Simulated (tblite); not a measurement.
A geometry optimisation, step by step.

C₅H₁₂O₂P₂.
SMILES with atom numbers: `[CH3:1][O:2][CH2:3][P@@H:4](=[O:5])/[CH:6]=[CH:7]/[PH:8][CH3:9]` (hydrogens: H10, H11, H12 on C1; H13, H14 on C3; H15 on P4; H16 on C6; H17 on C7; H18 on P8; H19, H20, H21 on C9)

Computed with GFN2-xTB (tblite), gas phase: L-BFGS steps from a force-field or distance-geometry start until the largest atomic force falls under 0.01 eV/Å. 8 of its 124 geometries are shown.

Step 0: E = -815.7444 eV, largest atomic force 2.743 eV/Å
```
atom  x, y, z in Å  |  force x, y, z in eV/Å
C1     -3.808   -0.633    0.299   -0.166  -0.042  -0.258
O2     -2.622   -0.346   -0.421   -0.087   0.322   0.611
C3     -2.104    0.944   -0.081   -0.926  -0.877  -0.869
P4     -0.547    1.159   -1.012    0.513   2.521   0.951
O5     -0.101    2.589   -0.832   -0.335  -2.172  -0.583
C6      0.437   -0.117   -0.255    1.177  -0.099   0.320
C7      1.571    0.159    0.416   -0.219  -0.746  -0.524
P8      2.539   -1.217    1.190   -0.646   0.168   0.254
C9      4.235   -0.550    1.015    0.485   0.441  -0.144
H10    -3.636   -0.626    1.383    0.032   0.081  -0.084
H11    -4.594    0.097    0.043    0.146  -0.084   0.144
H12    -4.167   -1.629    0.011    0.285   0.204  -0.061
H13    -1.937    1.040    1.002    0.130   0.073  -0.133
H14    -2.817    1.712   -0.419    0.043   0.136   0.200
H15    -0.759    0.725   -2.327   -0.126   0.109   0.272
H16     0.083   -1.134   -0.344   -0.034   0.047  -0.092
H17     1.897    1.194    0.520   -0.003  -0.282   0.028
H18     2.547   -2.136    0.100    0.014   0.512   0.115
H19     4.433   -0.235   -0.010    0.005   0.008  -0.023
H20     4.971   -1.306    1.296   -0.149   0.031   0.029
H21     4.370    0.324    1.674   -0.141  -0.352  -0.153
```

Step 18: E = -816.0094 eV, largest atomic force 0.132 eV/Å
```
atom  x, y, z in Å  |  force x, y, z in eV/Å
C1     -3.829   -0.638    0.299    0.050   0.036  -0.015
O2     -2.641   -0.325   -0.393   -0.008  -0.041  -0.030
C3     -2.155    0.956   -0.104   -0.055  -0.018   0.046
P4     -0.530    1.167   -0.946    0.006   0.049   0.038
O5      0.028    2.515   -0.811   -0.021   0.030   0.014
C6      0.479   -0.170   -0.301    0.026  -0.042   0.003
C7      1.595    0.088    0.379   -0.010  -0.029  -0.001
P8      2.543   -1.191    1.253   -0.028   0.046  -0.003
C9      4.247   -0.518    1.005    0.014  -0.006  -0.020
H10    -3.656   -0.628    1.385   -0.070  -0.020  -0.071
H11    -4.626    0.078    0.056    0.041  -0.058   0.033
H12    -4.125   -1.639   -0.021    0.050   0.113   0.047
H13    -1.999    1.100    0.980    0.034   0.010   0.007
H14    -2.845    1.746   -0.441    0.008   0.022  -0.041
H15    -0.839    0.779   -2.247    0.009  -0.009  -0.016
H16     0.103   -1.171   -0.444   -0.007  -0.052   0.012
H17     1.911    1.120    0.507   -0.061  -0.044   0.009
H18     2.554   -2.088    0.176    0.028   0.005   0.042
H19     4.408   -0.219   -0.026    0.019   0.018  -0.071
H20     4.965   -1.284    1.284    0.037  -0.054  -0.012
H21     4.403    0.338    1.659   -0.065   0.043   0.029
```

Step 35: E = -816.0205 eV, largest atomic force 0.045 eV/Å
```
atom  x, y, z in Å  |  force x, y, z in eV/Å
C1     -3.818   -0.628    0.292   -0.019   0.006   0.007
O2     -2.623   -0.313   -0.381   -0.021  -0.040   0.001
C3     -2.151    0.974   -0.102   -0.024  -0.021   0.013
P4     -0.515    1.156   -0.920    0.021   0.039  -0.001
O5      0.072    2.486   -0.741    0.020   0.018  -0.003
C6      0.458   -0.224   -0.305    0.025  -0.007   0.012
C7      1.562    0.037    0.392    0.006   0.002   0.011
P8      2.561   -1.188    1.277   -0.027  -0.019   0.018
C9      4.248   -0.487    0.974   -0.031  -0.014  -0.001
H10    -3.676   -0.614    1.379    0.005  -0.001  -0.011
H11    -4.618    0.076    0.033    0.002   0.010  -0.013
H12    -4.101   -1.630   -0.028    0.019   0.016   0.011
H13    -2.004    1.141    0.980    0.000  -0.012   0.024
H14    -2.834    1.758   -0.466   -0.004   0.012  -0.023
H15    -0.814    0.808   -2.235   -0.003   0.005  -0.023
H16     0.081   -1.218   -0.486    0.027  -0.025   0.018
H17     1.834    1.078    0.540    0.006   0.006   0.008
H18     2.571   -2.132    0.242    0.017   0.015  -0.002
H19     4.387   -0.195   -0.064   -0.014  -0.012  -0.015
H20     4.979   -1.245    1.249    0.023   0.012  -0.024
H21     4.394    0.378    1.619   -0.025   0.009  -0.006
```

Step 53: E = -816.0267 eV, largest atomic force 0.016 eV/Å
```
atom  x, y, z in Å  |  force x, y, z in eV/Å
C1     -3.821   -0.613    0.282   -0.004   0.000  -0.004
O2     -2.610   -0.325   -0.374    0.004  -0.012   0.005
C3     -2.135    0.964   -0.107   -0.007  -0.001  -0.001
P4     -0.484    1.144   -0.894    0.006   0.001   0.000
O5      0.114    2.463   -0.672   -0.002   0.005  -0.008
C6      0.467   -0.255   -0.286    0.005  -0.002   0.010
C7      1.546    0.002    0.447    0.003   0.002   0.010
P8      2.568   -1.220    1.308    0.010   0.002  -0.001
C9      4.215   -0.462    0.931    0.009  -0.003  -0.003
H10    -3.698   -0.570    1.372   -0.009   0.006  -0.005
H11    -4.608    0.090   -0.015   -0.010  -0.001   0.003
H12    -4.102   -1.622   -0.013   -0.001   0.000   0.000
H13    -2.006    1.144    0.974   -0.011  -0.003   0.006
H14    -2.809    1.744   -0.496   -0.010   0.013   0.001
H15    -0.759    0.834   -2.224    0.006  -0.004  -0.005
H16     0.106   -1.251   -0.491    0.000   0.002  -0.012
H17     1.807    1.042    0.622   -0.005   0.006   0.006
H18     2.570   -2.158    0.268   -0.003   0.001   0.003
H19     4.295   -0.194   -0.120    0.006  -0.007  -0.005
H20     4.997   -1.171    1.193    0.012  -0.002  -0.002
H21     4.337    0.430    1.543    0.001  -0.003   0.002
```

Step 70: E = -816.0285 eV, largest atomic force 0.019 eV/Å
```
atom  x, y, z in Å  |  force x, y, z in eV/Å
C1     -3.842   -0.606    0.271    0.000  -0.002   0.000
O2     -2.620   -0.329   -0.370    0.000  -0.015  -0.005
C3     -2.143    0.960   -0.108   -0.001  -0.008   0.006
P4     -0.481    1.138   -0.876    0.010   0.000   0.001
O5      0.105    2.463   -0.658   -0.004  -0.001   0.006
C6      0.483   -0.253   -0.266    0.002  -0.002   0.010
C7      1.549    0.004    0.487    0.000  -0.005   0.002
P8      2.593   -1.222    1.319   -0.002   0.013  -0.005
C9      4.231   -0.464    0.904   -0.001  -0.004  -0.001
H10    -3.739   -0.538    1.361   -0.006   0.000   0.001
H11    -4.628    0.087   -0.053    0.008   0.003  -0.008
H12    -4.115   -1.622   -0.006   -0.003   0.001   0.001
H13    -2.027    1.148    0.973   -0.003   0.003   0.017
H14    -2.811    1.740   -0.511    0.002   0.007  -0.005
H15    -0.740    0.816   -2.207    0.004   0.000  -0.003
H16     0.147   -1.251   -0.503    0.003   0.007   0.000
H17     1.788    1.044    0.698   -0.006  -0.007  -0.017
H18     2.568   -2.160    0.279   -0.005   0.015   0.004
H19     4.297   -0.214   -0.152   -0.004   0.000  -0.002
H20     5.021   -1.163    1.169    0.001  -0.006   0.001
H21     4.355    0.440    1.500    0.006  -0.001  -0.003
```

Step 88: E = -816.0300 eV, largest atomic force 0.029 eV/Å
```
atom  x, y, z in Å  |  force x, y, z in eV/Å
C1     -3.868   -0.600    0.249    0.001  -0.002  -0.004
O2     -2.617   -0.354   -0.346    0.007  -0.011  -0.008
C3     -2.146    0.940   -0.099    0.001  -0.001   0.003
P4     -0.476    1.131   -0.847    0.007  -0.010  -0.001
O5      0.098    2.457   -0.608   -0.016   0.007  -0.008
C6      0.498   -0.254   -0.240   -0.002  -0.001   0.005
C7      1.558    0.019    0.516    0.004  -0.004  -0.003
P8      2.616   -1.197    1.342   -0.028  -0.006   0.007
C9      4.250   -0.467    0.869    0.003   0.003   0.003
H10    -3.811   -0.502    1.340    0.000  -0.002   0.007
H11    -4.629    0.093   -0.128   -0.010   0.000  -0.008
H12    -4.142   -1.620   -0.011   -0.001  -0.005  -0.005
H13    -2.047    1.145    0.981    0.003   0.009   0.020
H14    -2.811    1.711   -0.523   -0.004   0.016  -0.003
H15    -0.717    0.821   -2.185    0.003   0.004   0.000
H16     0.180   -1.256   -0.484   -0.011   0.006  -0.001
H17     1.776    1.062    0.727    0.018  -0.007   0.002
H18     2.549   -2.149    0.317    0.010   0.000   0.010
H19     4.291   -0.236   -0.192   -0.002   0.001  -0.023
H20     5.037   -1.172    1.125    0.014  -0.014  -0.003
H21     4.403    0.445    1.445    0.004   0.017   0.009
```

Step 105: E = -816.0313 eV, largest atomic force 0.023 eV/Å
```
atom  x, y, z in Å  |  force x, y, z in eV/Å
C1     -3.887   -0.604    0.226    0.004   0.006   0.000
O2     -2.613   -0.366   -0.327   -0.014  -0.007   0.002
C3     -2.150    0.931   -0.084    0.001  -0.003   0.000
P4     -0.480    1.136   -0.826    0.012  -0.006  -0.002
O5      0.078    2.470   -0.589   -0.002  -0.004  -0.002
C6      0.503   -0.241   -0.217   -0.002  -0.006   0.008
C7      1.575    0.032    0.523   -0.001   0.001   0.001
P8      2.632   -1.175    1.365   -0.003  -0.002  -0.013
C9      4.267   -0.473    0.848   -0.006   0.002  -0.003
H10    -3.872   -0.490    1.317    0.005   0.000  -0.022
H11    -4.633    0.085   -0.191    0.011  -0.016   0.005
H12    -4.152   -1.627   -0.030    0.007   0.012  -0.002
H13    -2.059    1.144    0.996   -0.005   0.006   0.012
H14    -2.816    1.696   -0.518   -0.008   0.013   0.004
H15    -0.714    0.823   -2.165   -0.001   0.000  -0.001
H16     0.172   -1.242   -0.446   -0.001  -0.006   0.012
H17     1.807    1.076    0.715    0.002  -0.003   0.004
H18     2.550   -2.156    0.368   -0.011   0.012   0.004
H19     4.282   -0.252   -0.217    0.008   0.000  -0.005
H20     5.048   -1.191    1.088    0.002   0.000   0.000
H21     4.451    0.441    1.411    0.000   0.001   0.000
```

Step 123: E = -816.0331 eV, largest atomic force 0.008 eV/Å
```
atom  x, y, z in Å  |  force x, y, z in eV/Å
C1     -3.905   -0.608    0.162   -0.002  -0.006   0.000
O2     -2.604   -0.365   -0.316   -0.001  -0.003   0.000
C3     -2.160    0.935   -0.051   -0.002  -0.001   0.001
P4     -0.480    1.136   -0.771    0.002   0.002  -0.001
O5      0.078    2.473   -0.555    0.002  -0.002   0.002
C6      0.497   -0.231   -0.130   -0.001  -0.002  -0.007
C7      1.595    0.053    0.564    0.001   0.003   0.005
P8      2.670   -1.141    1.399   -0.002   0.001  -0.001
C9      4.289   -0.482    0.786    0.001  -0.002   0.000
H10    -3.962   -0.458    1.247    0.001  -0.002  -0.002
H11    -4.634    0.051   -0.325    0.000   0.000   0.007
H12    -4.135   -1.645   -0.074   -0.005  -0.002  -0.005
H13    -2.097    1.140    1.032    0.001   0.007   0.004
H14    -2.822    1.698   -0.495   -0.001   0.004  -0.003
H15    -0.704    0.798   -2.105    0.005  -0.001   0.000
H16     0.149   -1.236   -0.315   -0.002   0.001   0.003
H17     1.845    1.100    0.717    0.001   0.002   0.001
H18     2.525   -2.151    0.440    0.000   0.001   0.001
H19     4.260   -0.292   -0.285    0.001  -0.002   0.000
H20     5.070   -1.206    1.011    0.003  -0.003   0.000
H21     4.514    0.444    1.314   -0.003   0.003  -0.003
```

Problem. Summarise the path.

Solution. The energy falls by 0.2887 eV from step 0 to step 123; nine tenths of that is first reached at step 16. It never rises by more than 0.2 meV. The largest force goes from 2.743 to 0.008 eV/Å. Among the bonds P4=O5 changes most, from 1.509 to 1.465 Å; the atoms move by 0.256 Å rms after alignment.

What follows is the cost of the whole relaxation. Time: 1.1 s wall. Hardware: Arm Neoverse V1, one thread, no GPU, on a shared host.
